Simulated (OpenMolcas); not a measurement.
Re3+ in a point-charge field

Re3+ among 6 point charges of -1.7 e arranged as a tetragonal octahedron (D4h), 2.27 Å from the ion, with the axial distance 2.020 Å.

| Item | Value |
| --- | --- |
| Program | OpenMolcas |
| Method | SS-CASPT2, IPEA 0.25 Eh, imaginary shift 0.1 Eh (closed shells correlated: 5s 5p) |
| Basis | ANO-RCC-VTZP [8s7p5d3f2g1h] |
| Scalar Hamiltonian | DKH2, point nucleus |
| Active space | 4 electrons in 5 orbitals (5d) |
| State averaging | 2S+1 = 5 even, 5 roots; 2S+1 = 3 even, 45 roots; 2S+1 = 1 even, 50 roots |
| Spin-orbit coupling | RASSI with atomic mean-field integrals over the reference wave functions |

The lowest spin-free states (labels of D4, the rotations of D4h), above the lowest:

```json
{"State": "5A1", "Degeneracy": "1", "E (cm-1)": "0", "Free-ion L (%)": "D (100)"}
{"State": "5B1", "Degeneracy": "1", "E (cm-1)": "6490", "Free-ion L (%)": "D (100)"}
{"State": "3A2", "Degeneracy": "1", "E (cm-1)": "9190", "Free-ion L (%)": "H (39)"}
{"State": "5E", "Degeneracy": "2", "E (cm-1)": "10370", "Free-ion L (%)": "D (100)"}
{"State": "3E", "Degeneracy": "2", "E (cm-1)": "12160", "Free-ion L (%)": "H (58)"}
{"State": "5B2", "Degeneracy": "1", "E (cm-1)": "14010", "Free-ion L (%)": "D (100)"}
{"State": "3A1", "Degeneracy": "1", "E (cm-1)": "15270", "Free-ion L (%)": "H (72)"}
{"State": "3B2", "Degeneracy": "1", "E (cm-1)": "16020", "Free-ion L (%)": "F (52)"}
{"State": "3E", "Degeneracy": "2", "E (cm-1)": "16110", "Free-ion L (%)": "G (36)"}
{"State": "1B2", "Degeneracy": "1", "E (cm-1)": "16820", "Free-ion L (%)": "I (49)"}
{"State": "3B1", "Degeneracy": "1", "E (cm-1)": "16850", "Free-ion L (%)": "H (54)"}
{"State": "1B1", "Degeneracy": "1", "E (cm-1)": "17150", "Free-ion L (%)": "I (75)"}
{"State": "3A2", "Degeneracy": "1", "E (cm-1)": "18010", "Free-ion L (%)": "H (57)"}
{"State": "3A1", "Degeneracy": "1", "E (cm-1)": "18790", "Free-ion L (%)": "G (76)"}
{"State": "3E", "Degeneracy": "2", "E (cm-1)": "19110", "Free-ion L (%)": "F (53)"}
{"State": "1E", "Degeneracy": "2", "E (cm-1)": "19520", "Free-ion L (%)": "G (56)"}
{"State": "1A1", "Degeneracy": "1", "E (cm-1)": "19630", "Free-ion L (%)": "I (65)"}
{"State": "3B1", "Degeneracy": "1", "E (cm-1)": "20180", "Free-ion L (%)": "F (50)"}
{"State": "1A1", "Degeneracy": "1", "E (cm-1)": "22190", "Free-ion L (%)": "G (42)"}
{"State": "1B2", "Degeneracy": "1", "E (cm-1)": "22480", "Free-ion L (%)": "I (51)"}
```

The lowest levels with spin-orbit coupling:

```tsv
E (cm-1)	Degeneracy	Label	2S+1	g
0	1	A1	5 (69 %)	
1730	2	E	5 (85 %)	0.00 0.00 3.81
3490	1	B1	5	
3510	1	B2	5	
6610	1	A1	5 (77 %)	
6620	1	A2	5 (76 %)	
8750	2	E	5 (86 %)	0.00 0.00 1.72
9420	1	B1	5 (87 %)	
11390	2	E	3 (54 %)	0.00 0.00 2.38
11540	1	B2	3 (50 %)	
11900	1	A1	3 (65 %)	
12630	1	A2	5 (68 %)	
12740	1	B1	3 (48 %)	
12830	1	A1	5 (64 %)	
12870	2	E	5 (59 %)	0.00 0.00 0.34
13070	2	E	5 (68 %)	0.00 0.00 2.02
14040	2	E	5 (52 %)	0.00 0.00 2.25
14640	1	A1	3 (56 %)	
14810	2	E	3 (54 %)	0.00 0.00 1.67
15360	1	B2	5 (56 %)
```

Powder χT (cm3 K/mol): 0.00203 at 2 K, 0.0101 at 10 K, 0.0507 at 50 K, 0.101 at 100 K, 0.203 at 200 K, 0.304 at 300 K. The effective moment at 300 K is 2.828 √(χT) = 1.56 μB.

Spin-orbit coupling mixes the spin-free states strongly: the lowest level takes only 53 % from its leading state, 5A1. This shell can be high or low spin here, a state of another spin lies low, and with metal d orbitals alone active their balance is uncertain, so the ground spin may be wrong. Point charges give a weaker field than real ligands, and real ions of this kind are as a rule low spin; the high spin found here belongs to the model. Free-ion shares, where given, are those of the reference states; single-state CASPT2 does not remix them. Point charges carry no covalency, so the field is a model and not that of real ligands. No measured value stands beside these numbers.

With an even number of electrons the g values are those of a degenerate or nearly degenerate non-Kramers pair.
